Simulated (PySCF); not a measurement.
Compound: C4H9O2P.
Numbering: `[CH3:1][O:2]/[CH:3]=[P:4]\[CH2:5][O:6][CH3:7]`

A calculation gives these core lines: C 1s: 291.43 (area 1), 291.70 (area 1), 291.84 (area 1), 292.68 (area 1) eV; O 1s: 538.02 (area 1), 539.14 (area 1) eV; P 1s: 2148.73 eV; P 2p3/2: 135.25 eV.

Level of theory: delta-SCF UKS SCAN, pcX-2 on the ionised atom, pcseg-1 elsewhere, spin-free X2C (PySCF). The structure is a single PBE0-D3(BJ)/def2-SVP conformer in the gas phase; no vibrational or solvent corrections.

**Question.** Which oxygen gives which O 1s line?

**Answer.** 538.02 eV: O6 (ether oxygen); 539.14 eV: O2 (ether oxygen). Lowest listed O 1s: O6, bonded to 2 C. Highest, 1.12 eV above it: O2, bonded to 2 C.

Bonded neighbours of each site: C1: O and 3 H; O2: 2 C; C3: O, H and P (double bond); P4: C (double bond) and C; C5: O, 2 H and P; O6: 2 C; C7: O and 3 H.

**Question.** Which effective nuclear charge Zeff reproduces each element's mean 1s value in the hydrogen-like formula E = 13.606 eV × Zeff²?

**Answer.** C (Z = 6): mean 291.9 eV, Zeff = 4.63, Z − Zeff = 1.37; O (Z = 8): mean 538.6 eV, Zeff = 6.29, Z − Zeff = 1.71; P (Z = 15): mean 2148.7 eV, Zeff = 12.57, Z − Zeff = 2.43. Means run over the listed sites, weighted by atom count.

The unrestricted hole states depart most from a pure doublet (⟨S²⟩ = 0.75; over 0.85 named) for C 1s of C3 (0.94), which makes this value less certain. For 2p shells one spin-free hole was relaxed; a mean-field spin–orbit operator and the ground-state splitting of the three 2p orbitals were then diagonalised within the shell. The shell's mean is (2 × 2p3/2 + 2p1/2)/3, and the degeneracies 2j + 1 give areas of 2:1. 2p1/2 minus 2p3/2 (ligand field included): P 0.89 eV.

Time: 89 s of wall time; peak memory 0.66 GiB. Hardware: an Arm Neoverse V2 with one thread, no GPU, shared host with 96 logical CPUs at a one-minute load of 41.

Shape of the structure used: `[CH3:1][O:2]/[CH:3]=[P:4]\[CH2:5][O:6][CH3:7]`: C1–O2–C3–P4 179°, C3–P4–C5–O6 75°, P4–C5–O6–C7 68°.
